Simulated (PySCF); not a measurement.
PySCF input file for SnCl₃Br, SMILES [Cl][Sn]([Cl])([Cl])[Br], PBE-D3(BJ)/def2-SVP. The structure is a stationary point at PBE-D3(BJ)/def2-SVP. The structure was generated by enumeration; whether it is a known compound was not checked. The def2 effective core potentials stand for the cores of Sn; spin–orbit coupling is left out.

```python
import numpy as np
from pyscf import gto, scf, dft, df
from pyscf.hessian import thermo

mol = gto.M(
    atom='''
    Cl   -1.90729924    1.10117973    1.14102448
    Sn    0.00000000   -0.00000000    0.33753693
    Cl   -0.00000000   -2.20235946    1.14102446
    Cl    1.90729925    1.10117972    1.14102448
    Br   -0.00000000    0.00000001   -2.14483128
    ''',
    basis='def2-SVP',
    ecp={'Sn': 'def2-svp'},
    charge=0,
    spin=0,
    max_memory=1600,
    verbose=3,
)
mf = dft.RKS(mol, xc='pbe').density_fit(auxbasis='def2-universal-jkfit')
mf.disp = 'd3bj'
mf.grids.level = 3
mf.conv_tol = 1e-11
mf.max_cycle = 100
mf.kernel()

# [left out here: the lines that compute and print the analytic Hessian (its translational invariance restored by hand, since the grid's response is missing), thermochemistry and intensities]
```

Output:

```
converged SCF energy = -4167.53695210544

WARN: DFTD3 does not support analytical Hessian, using finite difference


WARN: Mole.unit (angstrom) is changed to Bohr

Mode                                 0                   1                   2
Irrep
Freq [cm^-1]                       78.3663             78.3818            109.6836
Reduced mass [au]                  42.6180             42.6236             44.2558
Force const [Dyne/A]                0.1542              0.1543              0.3137
Char temp [K]                     112.7517            112.7740            157.8102
Normal mode                   x     y     z       x     y     z       x     y     z
       0  Cl                -0.00 -0.03  0.09    0.03  0.03  0.05   -0.00 -0.07 -0.01
       1  Sn                -0.02 -0.00  0.00   -0.00  0.02 -0.00    0.05  0.00 -0.00
       2  Cl                -0.05  0.00  0.00   -0.00 -0.02 -0.10   -0.11  0.00 -0.00
       3  Cl                 0.00  0.03 -0.09   -0.03  0.03  0.05    0.01  0.06  0.02
       4  Br                 0.05  0.00  0.00    0.00 -0.05 -0.00   -0.02 -0.00 -0.00
Mode                                 3                   4                   5
Irrep
Freq [cm^-1]                      109.6982            112.2770            252.9033
Reduced mass [au]                  44.2501             43.5007             74.6420
Force const [Dyne/A]                0.3137              0.3231              2.8128
Char temp [K]                     157.8314            161.5417            363.8715
Normal mode                   x     y     z       x     y     z       x     y     z
       0  Cl                 0.06  0.06 -0.01    0.03 -0.02  0.07   -0.03  0.02  0.01
       1  Sn                 0.00 -0.05  0.00   -0.00 -0.00 -0.04    0.00  0.00  0.05
       2  Cl                -0.01 -0.04  0.02    0.00  0.04  0.07   -0.00 -0.03  0.01
       3  Cl                -0.06  0.07 -0.01   -0.03 -0.02  0.07    0.03  0.02  0.01
       4  Br                -0.00  0.02  0.00    0.00  0.00 -0.04   -0.00 -0.00 -0.08
Mode                                 6                   7                   8
Irrep
Freq [cm^-1]                      354.3734            384.0013            384.0057
Reduced mass [au]                  40.6908             44.4178             44.4176
Force const [Dyne/A]                3.0107              3.8590              3.8591
Char temp [K]                     509.8644            552.4923            552.4987
Normal mode                   x     y     z       x     y     z       x     y     z
       0  Cl                 0.07 -0.04 -0.03    0.04 -0.02 -0.02   -0.09  0.05  0.04
       1  Sn                 0.00  0.00  0.04   -0.04 -0.03  0.00    0.03 -0.04  0.00
       2  Cl                 0.00  0.08 -0.03    0.00  0.06 -0.02   -0.00  0.09 -0.03
       3  Cl                -0.07 -0.04 -0.03    0.09  0.05  0.04   -0.01 -0.01 -0.00
       4  Br                 0.00 -0.00 -0.02    0.00  0.00 -0.00   -0.00  0.00 -0.00
temperature 298.1500 [K]
pressure 101325.00 [Pa]
Rotational constants [GHz] 0.97972 0.65029 0.65029
Symmetry number 3
Zero-point energy (ZPE) 0.00425 [Eh]   11147.345 [J/mol]
                           tot       elec      trans        rot        vib
Entropy [J/mol/K]       395.101      0.000    180.086    120.691     94.324
Cv [J/mol/K]             92.232      0.000     12.472     12.472     67.289
Cp [J/mol/K]            100.546      0.000     20.786     12.472     67.289
Internal energy [J/mol]                      3718.434   3718.434  24765.712
Internal energy [Eh]   -4167.52469  -4167.53695
Enthalpy [J/mol]                             6197.391   3718.434  24765.712
Enthalpy [Eh]          -4167.52374
Gibbs free energy [J/mol]                  -47495.341 -32265.594  -3356.915
Gibbs free energy [Eh] -4167.56861
mode   freq/cm-1   IR/(km/mol)
   1       78.37         0.338
   2       78.38         0.339
   3      109.68         6.030
   4      109.70         6.030
   5      112.28         8.160
   6      252.90        19.165
   7      354.37        30.238
   8      384.00        51.164
   9      384.01        51.164
max |gradient| / (hartree/bohr): 8.162496273759741e-05
APT charges: [-0.4826  1.8711 -0.4826 -0.4826 -0.4234]
```

The calculation finished and met its thresholds.
